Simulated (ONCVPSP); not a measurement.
## What one change does to a pseudopotential (S, ONCV)

- Element: sulfur (S)
- Generator: ONCVPSP 4.0.1
- Type: optimised norm-conserving Vanderbilt (ONCV)
- Functional: LDA (Perdew-Zunger)
- Relativity: non-relativistic
- Frozen core: [Ne]
- Valence charge: 6
- Reference configuration: 3s2 3p4
- Partial waves: 3s: rc 1.55 bohr, ncon 5, nbas 9, qcut 4.6 1/bohr, 2 projectors, debl 0.7 Ha; 3p: rc 1.60 bohr, ncon 4, nbas 7, qcut 5.3 1/bohr, 3 projectors, debl 2.3 Ha
- Local potential: polynomial inside 1.30 bohr (lpopt 5, dvloc0 0 Ha)
- Core correction: Teter function, fcfact 3.75, rcfact 1.3

Change: s: debl 3.75.

Cutoffs: the cutoffs (Ha) at which the residual kinetic energy of the hardest occupied pseudo-wave falls to 1 and 0.1 mHa per electron; they do not see the model core or the augmentation charge, which bear on the density cutoff. Errors are all-electron minus pseudo energies relative to the spin-unpolarised reference configuration.

Problem. What does the change do?

Solution. The potential gets neither clearly harder nor softer (20 Ha and 77 Ha → 20 Ha and 77 Ha); the errors of the 4 common tests hardly move; neither file shows a bound ghost.

| quantity | base | changed |
| --- | --- | --- |
| cutoff, loose | 20 Ha | 20 Ha |
| cutoff, tight | 77 Ha | 77 Ha |
| bound ghosts | none | none |
| GHOST(+) flags under 300 eV | s at 150.4 eV | s at 214.4 eV |
| error for 3s2 3p3, meV [ΔE 11.88 eV] | +2.1 | +2.1 |
| error for 3s2 3p2, meV [ΔE 34.26 eV] | +18 | +18 |
| error for 3s2 3p1, meV [ΔE 68.43 eV] | +71 | +71 |
| error for 3s2 3p0, meV [ΔE 115.41 eV] | +205 | +204 |
| s: phases at 1.57 bohr within 0.05 rad from the reference energy up to (Ha; the scan ends near 5) | 3.9 | to the end of the scan |
| p: phases at 1.62 bohr within 0.05 rad from the reference energy up to (Ha; the scan ends near 5) | to the end of the scan | to the end of the scan |
| rms error of d²Exc/dni dnj with the model core, mHa | 1.20 | 1.20 |
